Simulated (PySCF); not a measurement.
Radial density of Er⁴²⁺ (erbium, charge +42)

B97-3, [Ar] 3d8, high-spin 3F determinant. Computed with PySCF 2.14 in an even-tempered Gaussian basis (16 s from 8.4 bohr⁻², ratio 2.5; 11 p from 11 bohr⁻², ratio 2.5; 8 d from 11 bohr⁻², ratio 2.5; 4 f from 45 bohr⁻², ratio 2.7; 3 g from 68 bohr⁻², ratio 2.7), with the non-relativistic Hamiltonian (point nucleus).

```csv
r (bohr),4πr²ρ (e/bohr),4πr²(ρα − ρβ)
0.000458,0.5543,0.0000
0.000771,1.503,0.0000
0.00130,3.959,-0.0001
0.00218,9.932,-0.0002
0.00367,22.96,-0.0005
0.00617,46.32,-0.0010
0.0104,74.73,-0.0014
0.0175,86.36,0.0031
0.0294,77.61,0.0682
0.0494,100.4,0.6941
0.0830,106.6,4.0910
0.140,80.30,10.5176
0.235,72.10,7.3678
0.395,7.476,0.6406
0.665,0.03825,0.0031
```

A non-relativistic calculation at this Z misses sizeable relativistic shifts. Spin-orbit coupling is strong in this species (close to jj coupling), so the high-spin LS determinant is a model state, not a physical level.
